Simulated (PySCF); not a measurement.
**How methods differ on the ionisation energy of Ni²⁺**

Ni²⁺ [Ar] 3d8 (3F) → Ni³⁺ [Ar] 3d7 (4F), as a difference of total energies. Calculation: PySCF 2.14, in dyall-av2z (16s12p7d2f, 101 functions); the non-relativistic Hamiltonian (point nucleus). Correlated levels: valence: [Ar] frozen; virtual orbitals above 40 to 60 times the deepest correlated orbital energy dropped. The calculations carry no spin-orbit coupling.

| method | ionisation energy (eV) |
| --- | --- |
| UHF | 32.865 |
| MP2 (valence) | 34.908 |
| SCS-MP2 (valence) | 34.836 |
| CCSD (valence) | 34.641 |
| CCSD(T) (valence) | 34.709 |

Question: How much does correlation contribute at CCSD(T) (valence)?

Answer: 34.709 − (32.865) = 1.844 eV, measured against UHF.

A first-order spin-orbit estimate (lowest level to lowest level, LS coupling) adds -0.013 eV.

These non-relativistic numbers lack the scalar-relativistic shift.

Errors of the correlated levels include the incompleteness of this basis and the frozen core.

For comparison: 35.187 ± 0.019 eV (measured; NIST Atomic Spectra Database, ionization energies).
